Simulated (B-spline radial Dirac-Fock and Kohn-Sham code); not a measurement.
**Auger decay of the M2 hole in Ir⁴⁺**

System: iridium as Ir⁴⁺, [Xe] 4f14 5d5.

Model: a relativistic independent-particle model: LDA orbitals of the hole state, radiative multipoles to third order, Auger rates from the Coulomb interaction with a continuum orbital, Dirac-Fock energies. Program: a radial finite-basis atomic code. Kinetic energies are configuration averages from the vacuum level; the two-hole energies are estimated from single-hole states.

```csv
transition,kinetic energy (eV),width (meV),share (%)
M2-M5N1,74.94,126,1.1
M2-M4N2,112.6,778,6.6
M2-M5N2,187.6,865,7.3
M2-M4N3,198.6,811,6.8
M2-M3N6,199.9,443,3.7
M2-M3N7,203.6,423,3.6
M2-M3O2,214.0,58.6,0.5
M2-M5N3,274.6,75.1,0.6
M2-M4N4,385.0,299,2.5
M2-M4N5,399.9,362,3.1
M2-M4O1,614.1,149,1.3
M2-M4N6,640.6,2170,18.3
M2-M4N7,642.7,3350,28.2
M2-M4O2,653.5,113,1.0
M2-M4O3,668.5,127,1.1
M2-M5N6,714.9,84.2,0.7
M2-M5N7,719.1,59.4,0.5
M2-M5O2,729.0,101,0.9
M2-N2N3,1736.8,127,1.1
M2-N2N4,1925.5,126,1.1
M2-N2N5,1937.0,203,1.7
M2-N2N6,2176.1,72.2,0.6
M2-N2N7,2177.8,123,1.0
M2-N6N7,2701.9,112,0.9
```

Coster-Kronig rates are the weakest part of this model and often come out 1.5 to 2.5 times too large. The listed channels hold 94 % of the non-radiative rate. Summed by principal shells, of 11.9 eV in all: MMN 83.4 %, MNN 8.9 %, MMO 6.2 %, MNO 1.4 %.

Values without a named source are computed, but for edge energies of neutral atoms, which are taken from tables.
